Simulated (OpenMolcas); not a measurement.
**Mn5+: effect of the level shift or regulariser**

```json
{"Program": "OpenMolcas 26.06", "Basis": "ANO-RCC-VQZP [7s6p4d3f2g1h]", "Scalar Hamiltonian": "DKH2, point nucleus", "Active space": "2 electrons in 5 orbitals (3d)", "State averaging": "2S+1 = 3 even, 10 roots; 2S+1 = 1 even, 15 roots", "Spin-orbit coupling": "RASSI with atomic mean-field integrals over the reference wave functions, term energies averaged over their components"}
```

Methods on the same reference wave functions:
A. CASSCF
B. SS-CASPT2, IPEA 0.25 Eh, imaginary shift 0.1 Eh (closed shells correlated: 3s 3p)
C. SS-CASPT2, IPEA 0.25 Eh, sigma2 regulariser 0.3 Eh (closed shells correlated: 3s 3p)

Energies in cm-1 above 3d2 3F2, the measured ground level; measured values from Corliss and Sugar, J. Phys. Chem. Ref. Data 6, 1253 (1977).

| Level | A | B | C | Measured |
| --- | --- | --- | --- | --- |
| 3d2 3F2 | 0.0 | 0.0 | 0.0 | 0.0 |
| 3d2 3F3 | 726 | 732 | 732 | 746 |
| 3d2 3F4 | 1649 | 1654 | 1654 | 1669 |
| 3d2 1D2 | 18880 | 15270 | 15270 | 15336 |
| 3d2 3P0 | 21922 | 18650 | 18650 | 17782 |
| 3d2 3P1 | 22181 | 18910 | 18910 | 18057 |
| 3d2 3P2 | 22766 | 19490 | 19490 | 18628 |
| 3d2 1G4 | 28889 | 26150 | 26150 | 25511 |
| 3d2 1S0 | 69943 | 60460 | 60460 |  |

Deviations, from unrounded energies. A percentage is the sum of absolute deviations over the sum of measured energies, with the sign that they share, or ± where signs differ.

| Against measurement | Levels | A | B | C |
| --- | --- | --- | --- | --- |
| mean absolute deviation (cm-1) | 7 | 2800 | 470 | 470 |
| fine structure of the ground term (%) | 2 | -1.7 | -1.2 | -1.2 |
| other terms of the ground configuration (%) | 5 | +20.3 | ±3.5 | ±3.5 |

B, C lie about equally close to measurement and A furthest from it. The largest miss of C in the table is 3d2 3P0, by +870 cm-1. The ranking rests on the paired levels alone, and a cruder setting can come out closer through cancelling errors.

Between B and C no level of the table moves by more than 5 cm-1.

The two smallest mean deviations differ by little beside CASPT2's spread within terms, so their order carries little weight.

From A to B the spin-free energies of the other terms of 3d2 shown, above 3F, scale by factors of 0.80 to 0.90, as is usual when dynamic correlation screens the repulsion within a d or f shell.

The lowest spin-free term lies below A's lowest term by 0.333 hartree in B, 0.333 hartree in C.

CASPT2 breaks the degeneracy within a term, and the mean is taken; among the terms shown or strongly mixed into the levels shown the widest spread is 590 cm-1 (3d2 3F, C). Without dynamic correlation excited terms often stand tens of per cent too high (terms of higher spin than the ground term too low), and those without a measured partner can miss by more than the paired ones (holds for A). Computed and measured levels are paired by configuration, term and J; levels that our copy of the source lacks, or whose pairing is in doubt (as where it misses far off the trend of its configuration), stay unpaired and out of the deviations. Levels of configurations outside the active space are missing.
